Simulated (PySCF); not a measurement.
**How methods differ on the interval between two levels of Cd**

Cd [Kr] 4d10 5s2 → Cd [Kr] 4d10 5s1 5d1 [3D3, M_J = 3], as a difference of total energies. Calculation: PySCF 2.14, in x2c-SVPall-2c with one added diffuse shell each of s, p, d type (7s10p7d1f, 79 functions); the two-component X2C-1e Hamiltonian. Correlated levels: [Ar] 3d10 frozen; the 6 highest virtual spinors dropped. "Screened" scales the spin-orbit matrix elements by Boettger's factors to mimic the two-electron term; Breit and QED terms are absent.

```csv
method,interval between two levels (cm⁻¹)
GHF (spin-free),50706
GMP2 (spin-free),59774
GHF (screened spin-orbit),50746
GMP2 (screened spin-orbit),59819
```

The spin-free rows relax to the high-spin LS determinant and lack the spin-orbit shift.

Errors of the correlated levels include the incompleteness of this basis and the frozen core.

The labels give the starting determinants; with spin-orbit coupling the two ends relaxed to ⟨J²⟩ = 0.00, ⟨L²⟩ = 0.02, ⟨S²⟩ = 0.02 and ⟨J²⟩ = 12.00, ⟨L²⟩ = 6.02, ⟨S²⟩ = 2.02.

For comparison: 59516 cm⁻¹ (measured; NIST Handbook of Basic Atomic Spectroscopic Data (Sansonetti and Martin, J. Phys. Chem. Ref. Data 34, 1559 (2005))).
